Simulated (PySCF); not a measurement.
GeH5NO3.

```xyz
10

N      1.5226    -0.6590    -0.7314
Ge     0.0094     0.0010    -0.0081
O      0.1136     1.5860     0.7646
O     -1.1097     0.0870    -1.3671
O     -0.5683    -1.0196     1.3156
H      1.6514    -0.4289    -1.7129
H      2.3810    -0.4933    -0.2147
H     -0.1383     1.5346     1.6949
H     -1.8349     0.7002    -1.2014
H     -0.5021    -1.9590     1.1079
```

Geometry optimised at ωB97X-D3(BJ)/def2-SVP. This is a generated structure with no PubChem entry under its InChIKey; it may be hypothetical. Other conformers were not sampled.

The numbers are results of PySCF with PBE0/pcSseg-1, not measurements. Non-relativistic, no solvent.

Computed absolute GIAO shielding of each atom: isotropic value and principal components (ppm):
```tsv
atom	σ(iso)	σ11	σ22	σ33	span
N1	247.4	211.3	253.4	277.5	66.2
Ge2	1302.0	1253.0	1291.0	1361.9	108.8
O3	288.8	260.7	281.4	324.3	63.6
O4	285.6	261.6	274.3	320.8	59.2
O5	281.1	253.7	274.1	315.6	61.8
H6	30.5	22.3	26.4	42.7	20.3
H7	30.9	23.1	26.1	43.5	20.4
H8	29.9	20.7	25.4	43.6	22.9
H9	30.1	21.3	24.6	44.5	23.2
H10	30.0	21.1	24.5	44.3	23.1
```
